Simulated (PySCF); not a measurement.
Open-shell species derived from `F[C@@]12C=C[C@@H]1CC2`. All by UKS B3LYP (pcH-1 on C F H) in PySCF, non-relativistic with spin–orbit coupling as a perturbation, on GFN2-xTB geometries; isolated species, one conformer each; SCF stability not tested. Couplings are magnitudes for isotopes of over 50 % abundance, averaged over nuclei equivalent by connectivity (but not across a short bond from an atom whose three angles sum to over 350°); populations are Mulliken's. The geometries weren't refined by DFT: couplings that depend on bond lengths, twists or pyramidal angles can differ widely from those at the functional's own minimum.

```
                 species                change   ⟨S²⟩      g1      g2      g3         largest spin population on                                                             largest couplings
       F[C@]12C=C[C]1CC2  H removed from sp3 C  0.767  2.0023  2.0028  2.0029        carbon bonded to 3 C (0.81)     1 × 1H 64 MHz, 1 × 1H 12 MHz, 1 × 1H 11 MHz, 1 × 1H 11 MHz, and 2 smaller
F[C@@]12[CH]C[C@@H]1C=C2  H removed from sp3 C  0.755  2.0022  2.0025  2.0029  carbon bonded to 2 C and H (0.98)  1 × 1H 118 MHz, 1 × 19F 114 MHz, 1 × 1H 79 MHz, 1 × 1H 58 MHz, and 2 smaller
```

Predict the same entries for `[CH]1[C@@H]2[C@@](F)(C=C2)C1` [radical] (H removed from sp3 C).

⟨S²⟩: 0.754; g1: 2.0023; g2: 2.0028; g3: 2.0029; largest spin population on: carbon bonded to 2 C and H (0.99); largest couplings: 1 × 1H 114 MHz, 1 × 1H 71 MHz, 1 × 1H 67 MHz, 1 × 1H 52 MHz, and 1 smaller. The Mulliken spin populations are largest on C6 (+0.99), C7 (-0.08) and C5 (-0.07). No atom but C6 exceeds +0.15. The positive populations add up to 1.19 and the negative ones to -0.19, together 2S = 1. The angles at C6 add up to 353.9°, so it is slightly pyramidal. (Numbering: [F:1][C@@:2]12[CH:3]=[CH:4][C@@H:5]1[CH:6][CH2:7]2 (hydrogens: H8 on C3; H9 on C4; H10 on C5; H11 on C6; H12, H13 on C7).)

How many first-order lines does each doublet give under fast tumbling, over what width, and where is its centre at 9.5 GHz?

```
                 species  lines  width (mT)  centre (mT)
F[C@@]12C=C[C@@H]1[CH]C2     32        11.1       338.93
       F[C@]12C=C[C]1CC2     64         3.8       338.93
F[C@@]12[CH]C[C@@H]1C=C2     64        13.6       338.95
```

Splittings under 0.05 mT aren't counted.
